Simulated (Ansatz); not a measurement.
Basis sets compared for Cu₂Cl₂⁻ (the lowest doublet isomer of a short search). Charge -1, multiplicity 2. Geometry r2SCAN-D4/def2-SVPD. Ansatz on 4 threads of Intel Xeon on a shared host; times are rough, and most runs start from earlier orbitals.

```xyz
4

Cu    0.232    0.441   -0.174
Cu   -1.010   -1.337    0.946
Cl    0.498    2.548    0.135
Cl    0.281   -1.651   -0.907
```

At PBE-D4/def2-SVPD, PBE-D4/def2-TZVPD the highest occupied level of the charge -1 doublet lies above zero (up to 0.25 eV). By energy differences its removal costs 2.24 eV (vertical, to the charge 0 singlet, at PBE0-D4/def2-TZVPD). The structure comes from a short search, and lower isomers may exist.

| level | functions | energy (Eh) | HOMO (eV) | LUMO (eV) | wall time |
| --- | --- | --- | --- | --- | --- |
| PBE-D4/def2-SVPD | 122 | -4200.0419 | 0.25 | 1.05 | 3.8 s |
| PBE0-D4/def2-SVPD | 122 | -4200.1207 | -0.42 | 1.96 | 6.5 s |

**Question.** Estimate the rows for PBE-D4/def2-TZVPD (with forces), PBE0-D4/def2-TZVPD.

**Answer.** 
```csv
level,functions,energy (Eh),HOMO (eV),LUMO (eV),wall time
PBE-D4/def2-TZVPD (with forces),188,-4200.8352,0.18,0.97,6 s
PBE0-D4/def2-TZVPD,188,-4200.8935,-0.50,1.90,13 s
```
